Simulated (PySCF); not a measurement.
# Ru (ruthenium, neutral): UHF calculation

Configuration: [Kr] 4d6 5s1 5p1, one real determinant (an excited configuration). Calculation: PySCF 2.14, in aug-cc-pVTZ-PP with ECP28MDF; scalar relativity through the core potential.

```json
{
  "Total energy": "-93.756167 hartree",
  "One-electron energy": "-162.3684 hartree",
  "Hartree (Coulomb) energy": "78.0194 hartree",
  "Exchange energy": "-9.4071 hartree",
  "⟨S²⟩": "12.0028",
  "⟨L²⟩": "8.071",
  "Sum of ⟨r⟩": "25.74 bohr",
  "Sum of ⟨r²⟩": "60.43 bohr²",
  "Traceless quadrupole moment −½Σ⟨3z² − r²⟩ along its main axis": "-8.20 e·bohr²",
  "Time after the integrals": "1.2 s of wall time on 1 thread of Neoverse-V2 (shared host)"
}
```

| shell | electrons | mean orbital energy (eV) | spread (eV) | rms radius, mean of both spins (bohr) |
| --- | --- | --- | --- | --- |
| 4s α | 1 | -102.11 | 0 | 1.10 |
| 4s β | 1 | -94.900 | 0 | 1.10 |
| 4p α | 3 | -67.412 | 1.548 | 1.21 |
| 4p β | 3 | -58.487 | 1.611 | 1.21 |
| 4d α | 5 | -16.439 | 1.597 | 1.71 |
| 4d β | 1 | -12.446 | 0 | 1.71 |
| 5s α | 1 | -9.638 | 0 | 3.45 |
| 5p α | 1 | -5.215 | 0 | 4.44 |

⟨L²⟩ = 8.07 against 12 for a pure F term, so this real determinant mixes terms. Energies and moments cover only the electrons outside the core potential.
